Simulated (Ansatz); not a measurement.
This singlet lies 1.86 eV below the relaxed triplet at the level frozen-core CCSD(T)/cc-pVTZ // PBE0-D3(BJ)/def2-SVP (Ansatz, a program for electronic structure).

Cartesian coordinates (Å):
```xyz
7

C     -0.8387    -0.0148    -0.0029
Si     0.5586     1.2966    -0.0643
O      1.8926     0.2869    -0.0080
H     -1.8454     0.4298    -0.0416
H     -0.7475    -0.7215    -0.8488
H     -0.7682    -0.6103     0.9266
H      1.7486    -0.6667     0.0389
```
Charge 0, multiplicity 1.

The numbers are results of frozen-core CCSD(T)/cc-pVTZ // PBE0-D3(BJ)/def2-SVP run with Ansatz, not measurements. The restricted HF reference is unstable towards unrestricted orbitals.

The HF energy comes out as -404.05553 Ha and the MP2 correlation energy comes out as -0.52584 Ha.

### Question
Estimate the CCSD correlation energy, the (T) correction, the total energy and the T1 diagnostic.

### Answer

- CCSD correlation energy: -0.55428 Ha
- (T) correction: -0.02139 Ha
- CCSD(T) total energy: -404.63119 Ha
- T1 diagnostic: 0.014
